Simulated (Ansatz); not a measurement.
Ansatz (an electronic-structure program) input (CCSD(T)/cc-pVQZ):

Ansatz 0.2 input:
```yaml
crystal:
  periodic: [false, false, false]
  atoms:
    - {symbol: C, position_ang: [1.61406429, -0.16182810, -0.20220695]}
    - {symbol: C, position_ang: [1.25977870, 0.93246872, 0.46447737]}
    - {symbol: Se, position_ang: [-0.47575865, 1.56636902, 0.91484640]}
    - {symbol: C, position_ang: [-1.56791489, 0.36154276, -0.19480622]}
    - {symbol: C, position_ang: [-1.18841248, -1.10067076, -0.05673958]}
    - {symbol: Se, position_ang: [0.52716201, -1.55258486, -0.91015527]}
    - {symbol: H, position_ang: [2.66376173, -0.34871757, -0.39404424]}
    - {symbol: H, position_ang: [2.02833915, 1.60693646, 0.82225110]}
    - {symbol: H, position_ang: [-2.58371323, 0.52897108, 0.16597648]}
    - {symbol: H, position_ang: [-1.50615298, 0.69309897, -1.22816476]}
    - {symbol: H, position_ang: [-1.90922580, -1.73378336, -0.57600758]}
    - {symbol: H, position_ang: [-1.14581687, -1.40424280, 0.98614276]}
basis:
  gaussian:
    orbitals: cc-pVQZ
magnetization: {spin_polarized: false}
correlation: {method: ccsd_t, electrons: outside_noble_gas}
```

Output:

```
Functional definition: HF
integrals: 15.11 GiB planned
3197 factors; integrals over basis functions are off by at most 1.0e-3 eV
6.92 GiB of device memory are held for the factors and their scratch space
mean field: 6.96 GiB planned
mean field evaluation 1: about -134822.4971 eV, gradient 3.3e1 eV
mean field evaluation 2: about -134822.7753 eV, gradient 3.3e1 eV
mean field evaluation 4: about -134826.1546 eV, gradient 5.7e0 eV
mean field evaluation 8: about -134826.2635 eV, gradient 3.0e-1 eV
mean field evaluation 16: about -134822.4995 eV, gradient 3.3e1 eV
mean field -134826.26436756 eV, -4954.7738269833 hartree, gradient 2.7e-6 eV, S^2 0.000000; 0 other end points of the search recorded, 0 dependent functions left out
32 core orbitals not correlated
reference -134826.26436756 eV, -4954.7738269833 hartree; 17, 17 occupied and 487, 487 virtual orbitals, 3197 factors
second order -28.19713344 eV of doubles, -0.00000000 eV of singles
coupled cluster: 100.08 GiB planned
cycle   1  -28.29693576 eV  change   -1.0e-1 eV  update   1.3e-1
cycle   2  -29.03156006 eV  change   -7.3e-1 eV  update   3.8e-2
cycle   3  -29.19198433 eV  change   -1.6e-1 eV  update   1.9e-2
cycle   4  -29.18107433 eV  change    1.1e-2 eV  update   5.0e-3
cycle   5  -29.18069826 eV  change    3.8e-4 eV  update   2.7e-3
cycle   6  -29.18160230 eV  change   -9.0e-4 eV  update   8.3e-4
cycle   7  -29.18110534 eV  change    5.0e-4 eV  update   4.0e-4
cycle   8  -29.18103474 eV  change    7.1e-5 eV  update   1.4e-4
cycle   9  -29.18106258 eV  change   -2.8e-5 eV  update   5.0e-5
cycle  10  -29.18103329 eV  change    2.9e-5 eV  update   1.6e-5
perturbative correction -1.54898492 eV, -0.0569241459 hartree
Total energy: -134856.99438576 eV, -4955.9031343229 hartree
```
